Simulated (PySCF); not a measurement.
B(OMe)(SH)2 (CH5BOS2), SMILES COB(S)S. Geometry optimised at PBE-D3(BJ)/def2-SVP. The structure was generated by enumeration, and PubChem lists no compound with its InChIKey, so it may never have been made. One conformer was computed; it need not be the lowest.

Computed equilibrium geometry at PBE-D3(BJ)/def2-SVP (PySCF confirms it by a frequency run) as a Z-matrix, and its point group (one conformer of several):
point group Cs.
```
B
O 1 1.3628
C 2 1.4208 1 122.37
H 3 1.1070 2 108.10 1 180.00
H 3 1.1119 4 108.82 2 -121.03
H 3 1.1119 4 108.82 5 -117.95
S 1 1.8265 2 119.00 3 180.00
H 7 1.3625 1 94.49 2 0.00
S 1 1.8359 2 120.54 3 0.00
H 9 1.3605 1 95.83 2 180.00
```
